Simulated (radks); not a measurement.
Results of a calculation; reference values are marked as such.
Spherical quantum dot in the effective-mass picture: electrons in a parabolic well V = omega^2 r^2 / 2 with omega = 1.04, with a point charge +1 (a donor) at the centre, all in effective atomic units (hartree* = m*/eps^2 hartree, bohr* = eps/m* bohr), one dielectric constant everywhere. Level of theory: non-relativistic Kohn-Sham, LDA (Slater exchange, Perdew-Wang correlation), spin-polarised, spherical densities (a radial shooting solver with Libxc functionals). Levels are named by radial order and angular momentum (1s, 1p, 1d, 2s, ...), and open shells are averaged over m.

N = 16, configuration 1s2 1p6 1d(up 5, down 1) 2s2. This is the lowest configuration that the search found. Occupied and some empty levels:

| level | occupation | eigenvalue (hartree*) | <r> (bohr*) |
|---|---|---|---|
| 1s up | 1 | 8.4642 | 1.337 |
| 1s down | 1 | 8.5088 | 1.309 |
| 1p up | 3 | 9.1487 | 1.903 |
| 1p down | 3 | 9.2171 | 1.897 |
| 2s up | 1 | 9.6769 | 1.868 |
| 2s down | 1 | 9.7252 | 1.888 |
| 1d up | 5 | 9.7779 | 2.203 |
| 1d down | 1 | 9.8498 | 2.207 |
| 1f up | 0 | 10.454 | 2.432 |
| 1f down | 0 | 10.523 | 2.441 |
| 2p up | 0 | 10.597 | 2.159 |
| 2p down | 0 | 10.643 | 2.165 |
| 1g up | 0 | 11.178 | 2.627 |
| 1g down | 0 | 11.242 | 2.639 |

Energy (hartree*): total 93.6413, kinetic 15.905, external 26.267, Hartree 58.858, exchange-correlation -7.3882.

Electron density:

| r (bohr*) | n(r) (e/bohr*^3) |
|---|---|
| 0.186 | 1.037 |
| 0.393 | 0.6869 |
| 0.600 | 0.4675 |
| 0.807 | 0.3391 |
| 1.01 | 0.2728 |
| 1.22 | 0.2448 |
| 1.43 | 0.2345 |
| 1.64 | 0.2256 |
| 1.84 | 0.2078 |
| 2.05 | 0.1782 |
| 2.26 | 0.1401 |
| 2.46 | 0.09988 |
| 2.67 | 0.06426 |
| 2.88 | 0.03717 |
| 3.08 | 0.01929 |
| 3.29 | 0.008972 |
| 3.50 | 0.003760 |
| 3.70 | 0.001409 |
| 3.91 | 0.0004739 |
| 4.12 | 0.0001435 |
